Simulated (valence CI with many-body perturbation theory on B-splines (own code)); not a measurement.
## E1 transitions of Bi⁵⁰⁺

Method: relativistic CI+MBPT: five valence electrons over a frozen Dirac-Fock core [Ar] 3d10, a basis of 11 s, 11 p, 10 d, 8 f, 5 g, 2 h functions for each j, with the one-electron correlation potential Σ1, the two-electron term Σ2, the three-electron term Σ3, Breit, model QED; selected CI, second order for the rest, scaled by the run's own slope (own B-spline code, finite nucleus).

No measured spectrum was set against this ion. As an estimate, large intervals hold to a few tenths of a per cent, small ones and those within an open d or f shell to about a per cent. Among the levels kept, up to 2000 cm⁻¹ of a level comes from second order outside the variational space, and about a tenth of that is noise between levels of different J, which matters for small intervals.

Lines 201 to 250 of 549 in falling wavelength, among levels below 770.80 eV, chosen from the strongest by gf and those to the six lowest levels. Wavelengths and rates use the calculated energies. Electric multipoles are in the length gauge, E1 and E2 with the static RPA response of the core. Weak lines are less certain than strong ones. Lines between different terms over intervals too small for the method are left out, as are lines whose strength nearly cancels. Where a level lies close to another of its J and parity, the split of strength between their lines is uncertain. The highest levels of a list are the least certain.

Levels are named by their leading jj configuration (3d3/2^4 stands for four electrons in 3d with j = 3/2), which in mixed levels can hold well under half, so a name can repeat and another be missing. Letters in brackets count levels of one name in rising energy.

```
λ vac (Å)                               Upper                               Lower   A (s⁻¹)  S (a.u.) with core polarisation  S without
    52.36  (4s 4p1/2 4p3/2^2 4d5/2) J=5/2 [b]        (4s 4p1/2 4p3/2^3) J=3/2 [a]  1.55e+11                         6.60e-02   6.93e-02
    52.35  (4s 4p1/2^2 4p3/2 4d5/2) J=3/2 [a]          (4s 4p1/2^2 4p3/2^2) J=5/2  6.96e+10                         1.97e-02   2.07e-02
    52.34  (4s 4p1/2^2 4p3/2 4d5/2) J=7/2 [a]          (4s 4p1/2^2 4p3/2^2) J=5/2  4.30e+11                         2.43e-01   2.55e-01
    52.23  (4s 4p1/2 4p3/2^2 4d5/2) J=5/2 [d]            (4s 4p1/2 4p3/2^3) J=5/2  5.36e+10                         2.26e-02   2.37e-02
    52.08  (4s^2 4p1/2 4p3/2 4f5/2) J=3/2 [b]  (4s^2 4p1/2 4p3/2 4d3/2) J=1/2 [b]  1.46e+11                         4.08e-02   4.27e-02
    51.91  (4s^2 4p1/2 4p3/2 4d5/2) J=5/2 [b]          (4s^2 4p1/2 4p3/2^2) J=5/2  1.52e+11                         6.30e-02   6.62e-02
    51.76  (4s^2 4p1/2 4p3/2 4d5/2) J=7/2 [b]          (4s^2 4p1/2 4p3/2^2) J=5/2  8.09e+11                         4.43e-01   4.65e-01
    51.70      (4s^2 4p1/2 4p3/2 4f5/2) J=1/2  (4s^2 4p1/2 4p3/2 4d3/2) J=1/2 [b]  1.47e+11                         2.00e-02   2.09e-02
    51.47  (4s 4p1/2^2 4p3/2 4f5/2) J=3/2 [a]  (4s 4p1/2^2 4p3/2 4d3/2) J=3/2 [b]  7.53e+10                         2.03e-02   2.12e-02
    51.41  (4s 4p1/2 4p3/2^2 4d5/2) J=5/2 [f]        (4s 4p1/2 4p3/2^3) J=3/2 [b]  1.03e+12                         4.15e-01   4.36e-01
    51.13          (4s^2 4p3/2^2 4d5/2) J=3/2                (4s^2 4p3/2^3) J=3/2  1.01e+12                         2.67e-01   2.81e-01
    51.12  (4s 4p1/2 4p3/2^2 4d5/2) J=3/2 [b]        (4s 4p1/2 4p3/2^3) J=3/2 [a]  6.70e+11                         1.77e-01   1.86e-01
    51.12  (4s^2 4p1/2 4p3/2 4d5/2) J=3/2 [b]          (4s^2 4p1/2 4p3/2^2) J=5/2  9.96e+10                         2.63e-02   2.76e-02
    50.94  (4s 4p1/2 4p3/2^2 4d5/2) J=7/2 [e]            (4s 4p1/2 4p3/2^3) J=5/2  9.59e+11                         5.00e-01   5.25e-01
    50.92  (4s 4p1/2 4p3/2^2 4d5/2) J=3/2 [e]        (4s 4p1/2 4p3/2^3) J=3/2 [b]  4.30e+11                         1.12e-01   1.18e-01
    50.86  (4s 4p1/2 4p3/2^2 4d5/2) J=5/2 [e]            (4s 4p1/2 4p3/2^3) J=5/2  7.45e+11                         2.90e-01   3.05e-01
    50.83          (4s^2 4p1/2 4d5/2^2) J=5/2  (4s^2 4p1/2 4p3/2 4d5/2) J=5/2 [a]  2.71e+11                         1.06e-01   1.11e-01
    50.81  (4s 4p1/2^2 4d3/2 4d5/2) J=5/2 [b]  (4s 4p1/2^2 4p3/2 4d3/2) J=5/2 [a]  8.33e+10                         3.23e-02   3.40e-02
    50.67  (4s 4p1/2^2 4p3/2 4d3/2) J=3/2 [a]          (4s^2 4p1/2^2 4d5/2) J=5/2  3.93e+08                         1.01e-04   1.06e-04
    50.66  (4s 4p1/2 4p3/2^2 4d5/2) J=3/2 [e]            (4s 4p1/2 4p3/2^3) J=1/2  1.12e+12                         2.87e-01   3.01e-01
    50.59  (4s 4p1/2^2 4p3/2 4d5/2) J=7/2 [b]          (4s 4p1/2^2 4p3/2^2) J=5/2  3.81e+11                         1.95e-01   2.04e-01
    50.58  (4s^2 4p1/2 4p3/2 4f7/2) J=7/2 [b]  (4s^2 4p1/2 4p3/2 4d3/2) J=5/2 [b]  1.30e+11                         6.63e-02   6.95e-02
    50.56  (4s^2 4p1/2 4p3/2 4d5/2) J=5/2 [b]          (4s^2 4p1/2 4p3/2^2) J=3/2  1.01e+12                         3.88e-01   4.08e-01
    50.50      (4s 4p1/2 4p3/2^2 4d3/2) J=9/2  (4s^2 4p1/2 4p3/2 4d5/2) J=7/2 [b]  1.46e+11                         9.27e-02   9.72e-02
    50.44  (4s 4p1/2 4p3/2^2 4d5/2) J=5/2 [c]        (4s 4p1/2 4p3/2^3) J=3/2 [a]  6.27e+11                         2.38e-01   2.50e-01
    50.43          (4s^2 4p1/2 4d5/2^2) J=9/2      (4s^2 4p1/2 4p3/2 4d5/2) J=9/2  6.88e+10                         4.36e-02   4.57e-02
    50.34  (4s^2 4p1/2 4p3/2 4f7/2) J=7/2 [c]  (4s^2 4p1/2 4p3/2 4d3/2) J=5/2 [b]  3.49e+11                         1.76e-01   1.84e-01
    50.20          (4s^2 4p1/2 4d5/2^2) J=3/2  (4s^2 4p1/2 4p3/2 4d5/2) J=3/2 [a]  2.73e+11                         6.82e-02   7.16e-02
    50.14      (4s^2 4p3/2^2 4d5/2) J=5/2 [b]                (4s^2 4p3/2^3) J=3/2  1.45e+12                         5.41e-01   5.68e-01
    50.13  (4s 4p1/2 4p3/2^2 4d5/2) J=5/2 [d]        (4s 4p1/2 4p3/2^3) J=3/2 [a]  1.28e+11                         4.77e-02   5.01e-02
    50.13  (4s 4p1/2^2 4p3/2 4f7/2) J=5/2 [c]  (4s 4p1/2^2 4p3/2 4d5/2) J=5/2 [a]  9.19e+10                         3.43e-02   3.60e-02
    50.11  (4s 4p1/2^2 4p3/2 4f5/2) J=7/2 [a]      (4s 4p1/2^2 4p3/2 4d3/2) J=7/2  5.53e+10                         2.75e-02   2.88e-02
    49.92  (4s 4p1/2 4p3/2^2 4d5/2) J=3/2 [d]            (4s 4p1/2 4p3/2^3) J=5/2  2.24e+11                         5.51e-02   5.80e-02
    49.81  (4s^2 4p1/2 4p3/2 4d5/2) J=3/2 [b]          (4s^2 4p1/2 4p3/2^2) J=3/2  1.28e+09                         3.11e-04   3.27e-04
    49.60  (4s 4p1/2^2 4p3/2 4f5/2) J=3/2 [b]  (4s 4p1/2^2 4p3/2 4d3/2) J=1/2 [b]  2.62e+11                         6.31e-02   6.60e-02
    49.56  (4s 4p1/2 4p3/2^2 4d3/2) J=7/2 [a]  (4s^2 4p1/2 4p3/2 4d5/2) J=5/2 [a]  3.98e+10                         1.91e-02   2.01e-02
    49.53  (4s 4p1/2^2 4p3/2 4f5/2) J=7/2 [b]  (4s 4p1/2^2 4p3/2 4d3/2) J=5/2 [b]  4.80e+11                         2.31e-01   2.42e-01
    49.51      (4s 4p1/2^2 4p3/2 4d3/2) J=7/2          (4s^2 4p1/2^2 4d5/2) J=5/2  4.35e+10                         2.09e-02   2.19e-02
    49.48  (4s 4p1/2 4p3/2^2 4d5/2) J=3/2 [c]        (4s 4p1/2 4p3/2^3) J=3/2 [a]  8.08e+10                         1.93e-02   2.03e-02
    49.46      (4s^2 4p1/2 4p3/2 4d5/2) J=1/2          (4s^2 4p1/2 4p3/2^2) J=3/2  1.17e+11                         1.39e-02   1.46e-02
    49.42  (4s^2 4p1/2 4p3/2 4f5/2) J=5/2 [a]  (4s^2 4p1/2 4p3/2 4d3/2) J=3/2 [a]  1.93e+11                         6.91e-02   7.23e-02
    49.35  (4s 4p1/2^2 4p3/2 4f7/2) J=5/2 [a]  (4s 4p1/2^2 4p3/2 4d3/2) J=3/2 [b]  2.89e+11                         1.03e-01   1.08e-01
    49.34          (4s^2 4p1/2^2 4f5/2) J=5/2          (4s^2 4p1/2^2 4d3/2) J=3/2  2.55e+11                         9.06e-02   9.47e-02
    49.34  (4s^2 4p1/2 4p3/2 4f5/2) J=7/2 [a]  (4s^2 4p1/2 4p3/2 4d3/2) J=5/2 [a]  1.95e+11                         9.24e-02   9.67e-02
    49.13  (4s^2 4p1/2 4p3/2 4f5/2) J=7/2 [b]  (4s^2 4p1/2 4p3/2 4d3/2) J=5/2 [a]  1.56e+11                         7.30e-02   7.64e-02
    49.06  (4s^2 4p1/2 4d3/2 4d5/2) J=5/2 [b]  (4s^2 4p1/2 4p3/2 4d3/2) J=3/2 [a]  1.04e+11                         3.65e-02   3.82e-02
    48.99  (4s 4p1/2^2 4p3/2 4f7/2) J=9/2 [a]      (4s 4p1/2^2 4p3/2 4d3/2) J=7/2  5.12e+11                         2.97e-01   3.11e-01
    48.98  (4s 4p1/2^2 4p3/2 4f7/2) J=9/2 [c]      (4s 4p1/2^2 4p3/2 4d5/2) J=9/2  9.81e+10                         5.69e-02   5.98e-02
    48.89  (4s^2 4p1/2 4p3/2 4f5/2) J=3/2 [a]  (4s^2 4p1/2 4p3/2 4d3/2) J=1/2 [a]  2.08e+11                         4.79e-02   5.01e-02
    48.88  (4s 4p1/2 4p3/2^2 4d5/2) J=5/2 [e]        (4s 4p1/2 4p3/2^3) J=3/2 [a]  3.68e+11                         1.27e-01   1.34e-01
```
